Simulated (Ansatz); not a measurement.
Calculated with Ansatz (gas phase, PBE0-D4/def2-TZVP geometries, no zero-point term in ΔE). CBS: MP2 limit from def2 TZ/QZ plus the TZ coupled-cluster correction, frozen cores. This one scheme is used for every species. DFT in def2-TZVPP. B3LYP here is the variant with VWN-RPA as its local correlation; programs differ in this. For Ge outer-core shells are correlated without core-valence functions, which leaves a few kJ/mol of doubt a bond. Scalar relativity is left out up to krypton. One conformer a species, not always the lowest.

Consider the germylene formation by 1,1-elimination: `[CH3][GeH]([OH])[F]` → H–F + `[CH3][Ge][OH]`.

| level | ΔE (kJ/mol) |
| --- | --- |
| B3LYP-D4 | 168.1 |
| ωB97M-V | 178.5 |
| PBE0 | 181.1 |
| r2SCAN0 | 199.8 |
| HF/def2-SVP | 204.5 |
| HF/def2-TZVPP | 198.1 |
| CCSD/def2-TZVPP | 191.1 |
| HF/CBS(def2) | 198.7 |

**Question.** What does CCSD(T)/CBS give? (An estimate is asked.)

**Answer.** Ansatz gave: +177.6 kJ/mol. The listed levels differ from it by -9.5, 0.9, 3.5, 22.2, 26.9, 20.5, 13.5, 21.1 kJ/mol.

Largest T1 diagnostic among the species: 0.014.

From BLYP to BHLYP (50 % exact exchange), in def2-TZVPP and without D4, ΔE moves by +42.1 kJ/mol. The D4 term adds +4.6 kJ/mol with B3LYP and +2.6 kJ/mol with PBE0; it sums over pairs of atoms, weighted by their polarisabilities, and B3LYP, whose exchange is more repulsive, gets the larger term. Leaving LDA and LC-ωPBE aside and taking each functional with its dispersion term where it has one, the values, not all of them listed here, spread over 50.5 kJ/mol, from BLYP-D4 to PBE-QIDH. LDA lies +30.8 kJ/mol from PBE without D4.
